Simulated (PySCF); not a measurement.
C4H11FOSi2.
Structure used (PBE0-D3(BJ)/def2-SVP), in Å, numbered top down from 1:
```
atom  x, y, z in Å
F1     0.8865    0.3868   -2.4782
Si2    0.3444    0.1509   -0.9578
O3     1.6841    0.0148   -0.0084
Si4    3.3408    0.0852    0.0634
C5    -0.8267   -1.3010   -0.8278
C6    -2.1983   -0.6095   -0.7450
C7    -2.0573    0.6773    0.0834
C8    -0.8604    1.4889   -0.4450
H9     3.8207    1.4630   -0.2555
H10    3.7538   -0.2728    1.4500
H11    3.9495   -0.8797   -0.8996
H12   -0.6048   -1.8357    0.1122
H13   -0.7531   -2.0316   -1.6464
H14   -2.9719   -1.2710   -0.3236
H15   -2.5362   -0.3436   -1.7625
H16   -2.9908    1.2620    0.0710
H17   -1.8758    0.4027    1.1376
H18   -0.4612    2.2035    0.2892
H19   -1.1460    2.0651   -1.3420
```

Level: CAM-B3LYP/def2-SVPD in PySCF, non-relativistic, on one gas-phase PBE0-D3(BJ)/def2-SVP geometry that isn't relaxed in the solvent. The solvent is an IEF-PCM continuum (Bondi radii, 1.10 Å for H, scaled by 1.2), and excitations are vertical TDDFT with non-equilibrium linear response and a frozen core. The model holds no explicit solvent molecules, cavitation or dispersion.

Gas-phase singlets (H = HOMO, L = LUMO):

```tsv
state	E (eV)	λ (nm)	f	leading configuration
S1	7.277	170	0.005	H→L 82%
S2	7.753	160	0.009	H→L+1 52%
S3	7.832	158	0.007	H→L+2 41%
S4	7.870	158	0.002	H-1→L 76%
S5	8.172	152	0.002	H-2→L 33%
```

Problem. Give the list for chloroform (ε = 4.711), n² = 2.09.

Solution. 
```
state  E (eV)  λ (nm)      f  leading configuration  change by rank (eV)
   S1   7.215     172  0.005                H→L 84%               -0.062
   S2   7.747     160  0.002              H→L+1 39%               -0.006
   S3   7.821     159  0.024              H→L+2 71%               -0.011
   S4   7.870     158  0.003              H-2→L 65%                0.000
   S5   8.143     152  0.003              H-4→L 20%               -0.029
```

Problem. What are the lowest 5 singlets in methanol (ε = 32.61)?

Solution. 
| state | E (eV) | λ (nm) | f | leading configuration | change by rank (eV) |
| --- | --- | --- | --- | --- | --- |
| S1 | 7.197 | 172 | 0.005 | H→L 85% | -0.080 |
| S2 | 7.740 | 160 | 0.001 | H→L+1 37% | -0.013 |
| S3 | 7.838 | 158 | 0.023 | H→L+2 76% | +0.006 |
| S4 | 7.883 | 157 | 0.003 | H-2→L 72% | +0.013 |
| S5 | 8.145 | 152 | 0.003 | H-4→L 29% | -0.027 |

Problem. How do the frontier levels move from gas to methanol?

Solution. 
```tsv
orbital	gas (eV)	solvent (eV)	change (eV)	Löwdin shares, gas	Löwdin shares, solvent
LUMO+2	1.44	1.65	+0.21	Si4 22 %, C7 10 %, C6 9 %, H16 8 %	C7 13 %, C6 13 %, H16 10 %, H14 9 %
LUMO+1	1.32	1.42	+0.10	Si4 33 %, H10 8 %, H9 8 %, H11 8 %	Si4 47 %, H11 12 %, H10 12 %, H9 12 %
LUMO	0.89	0.93	+0.04	Si4 25 %, Si2 18 %, O3 9 %, H9 8 %	Si4 26 %, Si2 20 %, O3 9 %, H9 8 %
HOMO	-9.25	-9.08	+0.17	C8 21 %, C5 20 %, Si2 16 %, O3 13 %	C8 21 %, C5 20 %, Si2 16 %, O3 12 %
HOMO-1	-10.51	-10.39	+0.12	O3 29 %, Si4 27 %, H10 21 %, H11 7 %	C6 16 %, C7 14 %, H15 10 %, C5 9 %
HOMO-2	-10.58	-10.49	+0.09	Si4 19 %, O3 16 %, H11 14 %, H9 10 %	O3 28 %, Si4 26 %, H10 19 %, H11 13 %
HOMO-3	-10.78	-10.58	+0.20	C7 17 %, C6 14 %, C8 10 %, H16 8 %	C7 20 %, C6 17 %, C8 11 %, Si2 7 %
```

The HOMO–LUMO gap goes from 10.14 to 10.01 eV. Rows go by rank; for HOMO-3, HOMO-2, HOMO-1, LUMO+1 and LUMO+2 the atom shares or the degeneracy differ between the runs, so the row needn't follow one orbital.

Rough CPU time on one thread of a shared machine: about 90 s. This is the whole response run at CAM-B3LYP/def2-SVPD in methanol, SCF included.
